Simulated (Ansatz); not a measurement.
Reactions of `C[O][SnH2][Br]`.

Program: Ansatz. Geometries: PBE0-D4/def2-TZVP. ΔE: electronic, gas phase. CCSD(T)/CBS is the MP2 limit (def2-TZVPP, def2-QZVPP) plus CCSD(T) − MP2 in def2-TZVPP, frozen cores. This one scheme is used for every species. DFT in def2-TZVPP. No spin–orbit coupling; open shells (•) take unrestricted orbitals. Elements past krypton have def2 core potentials. For Br, In, Se, Sn, Zr outer-core shells are correlated without core-valence functions, which leaves a few kJ/mol of doubt a bond. Scalar relativity is left out up to krypton. Each species was taken in one conformer, which may not be the lowest.

```tsv
reaction	ωB97X-V (kJ/mol)	PBE-D4 (kJ/mol)	PBE0-D4 (kJ/mol)	CCSD(T)/CBS(def2) (kJ/mol)
`C[O][SnH2][Br]` + H₂ → `[Br][SnH3]` + CH₃OH	2	5	-4	10
`C[O][SnH2][Br]` + `C[N](C)[In]([OH])[O][SiH3]` → `C[O][In]([O][SiH3])[N](C)C` + `[OH][SnH2][Br]`	6	5	5	7
`C[O][SnH2][Br]` → `C[O]`• + `[Br][SnH2]`•	337	317	316	362
`C[O][SnH2][Br]` → `C[O][Sn][Br]` + H₂	-19	-53	-30	-33
`C[O][SnH2][Br]` + H₂O → `C[O][SnH2][OH]` + HBr	89	92	97	95
`C[O][SnH2][Br]` + HCl → `[Cl][SnH2][Br]` + CH₃OH	-66	-66	-72	-64
`C[O][SnH2][Br]` + `C[NH][Zr]([NH]C)([NH]C)[NH]C` → `C[NH][Zr]([NH]C)([NH]C)[N](C)C` + `[OH][SnH2][Br]`	-31	-34	-35	-35
`C[O][SnH2][Br]` + CH₃SH → `C[O][SnH2][S]C` + HBr	55	48	52	53
`C[O][SnH2][Br]` + H₂ → `C[O][SnH3]` + HBr	93	96	94	102
`C[O][SnH2][Br]` + H₂Se → `C[O][SnH2][SeH]` + HBr	31	24	26	27
```

Largest T1 diagnostic: 0.019, for `C[O]`•.
